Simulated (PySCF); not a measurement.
**Hg: excitation energy**

Hg [Xe] 4f14 5d10 6s2 (1S) → Hg [Xe] 4f14 5d9 6s2 6p1 (high-spin determinant), as a difference of total energies. Computed with PySCF 2.14 in x2c-TZVPPall, with the spin-free X2C one-electron Hamiltonian (Gaussian nucleus). Correlated levels: valence and next inner shell: [Kr] 4d10 4f14 frozen. The calculations carry no spin-orbit coupling.

| method | excitation energy (cm⁻¹) |
| --- | --- |
| UHF | 70584 |
| MP2 (valence and next inner shell) | 82144 |
| SCS-MP2 (valence and next inner shell) | 81142 |
| CCSD (valence and next inner shell) | 79004 |
| CCSD(T) (valence and next inner shell) | 79617 |

A first-order spin-orbit estimate (lowest level to lowest level, LS coupling) adds -0.493 eV.

The basis was made for the ground configuration and has no added diffuse functions, so the excitation energy can come out too high.

The determinant of the upper state mixes LS terms, which raises its energy above the lowest term, most at the Hartree-Fock and MP2 levels.
